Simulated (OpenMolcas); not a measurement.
Mo III.

```
Program             : OpenMolcas
Basis               : ANO-R2 [7s5p4d2f1g]
Scalar Hamiltonian  : X2C, finite nucleus
Active space        : 4 electrons in 5 orbitals (4d)
State averaging     : 2S+1 = 5 even, 5 roots; 2S+1 = 3 even, 45 roots; 2S+1 = 1 even, 50 roots
Spin-orbit coupling : RASSI with atomic mean-field integrals over the reference wave functions, term energies averaged over their components
```

Two sets of levels on these reference wave functions, in cm⁻¹ above 4d⁴ ⁵D₀: one from CASSCF and one from MS-CASPT2, IPEA 0.25 Eh, imaginary shift 0.1 Eh (closed shells correlated: 4s 4p).

```
     Level  Set 1  Set 2
   4d⁴ ⁵D₀    0.0    0.0
   4d⁴ ⁵D₁    220    239
   4d⁴ ⁵D₂    626    663
   4d⁴ ⁵D₃   1175   1217
   4d⁴ ⁵D₄   1834   1865
   4d⁴ ³H₄  15640  13520
4d⁴ ³P₀(1)  16030  11960
   4d⁴ ³H₅  16130  14070
   4d⁴ ³H₆  16610  14580
4d⁴ ³P₁(1)  17260  13200
4d⁴ ³F₃(1)  18130  14920
4d⁴ ³F₂(1)  18210  14940
4d⁴ ³F₄(1)  18370  15220
4d⁴ ³P₂(1)  19160  15060
   4d⁴ ³G₃  20000  16840
   4d⁴ ³G₄  20410  17260
```

**Question.** Which set is which?

**Answer.** Set 2 is MS-CASPT2. Its levels of the other terms of 4d⁴ lie at 0.75 to 0.88 of the other set's values, as expected, since terms of lower spin or lower L gain more correlation energy than the Hund ground term. Against 15 measured levels (Sugar and Musgrove, J. Phys. Chem. Ref. Data 17, 155 (1988)) the mean absolute deviation is 630 cm-1 with it and 2900 cm-1 without; single levels miss by up to 1000 cm-1 with it.

Term energies are means over components that CASPT2 splits; among the terms shown or strongly mixed into the levels shown the widest spread is 330 cm-1 (4d⁴ ³H, MS-CASPT2). Levels of configurations with an s electron are missing; early in the row they begin among the upper levels of the d shell and mix with terms of their name. Without dynamic correlation excited terms often stand tens of per cent too high (terms of higher spin than the ground term too low), and those without a measured partner can miss by more than the paired ones (holds for CASSCF). Some levels mix across a computed gap that differs much from the measured one, so their mixing is not that of the real levels (holds for CASSCF). The CASPT2 spread within a term exceeds the gap to the next term for 4d⁴ ³P(1) and 4d⁴ ³H, so the order of their levels is uncertain (holds for MS-CASPT2). Computed and measured levels are paired by configuration, term and J; levels that our copy of the source lacks, or whose pairing is in doubt (as where it misses far off the trend of its configuration), stay unpaired and out of the deviations. Levels of configurations outside the active space are missing. The table leaves out levels that lie high or whose names do not pair safely across all columns.

A number in round brackets counts repeated terms of one configuration in the order of the reference energies.
